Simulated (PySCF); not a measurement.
Computed shifts of a molecule C₃H₇FOSi, PBE0/pcSseg-1 run with PySCF, GIAO, gas phase, equivalent atoms averaged, in ppm (number of nuclei): ¹³C: 146.4 (1), 135.3 (1), -1.3 (1). ²⁹Si: -3.1 (1). ¹⁹F: -164.5 (1). ¹H: 6.46 (1), 5.92 (1), 5.23 (2), 0.80 (3). References: ¹³C against TMS (σ = 186.3 ppm); ²⁹Si against TMS (σ = 352.7 ppm); ¹⁷O against H2O (σ = 334.2 ppm); ¹⁹F against CFCl3 (σ = 167.2 ppm); ¹H against TMS (σ = 31.56 ppm), references at their B3LYP-D3(BJ)/def2-TZVP geometries, non-relativistic. Coordinates come from a B3LYP-D3(BJ)/def2-SVP optimisation. Other conformers were not sampled.

Q: Pick the molecule that these values belong to.
A) C[SiH2]O/C=C\F
B) C[C@H]1O[SiH2][C@H]1F
C) CO/C=C(/F)[SiH3]
D) CO/C(F)=C/[SiH3]

A: A, C[SiH2]O/C=C\F
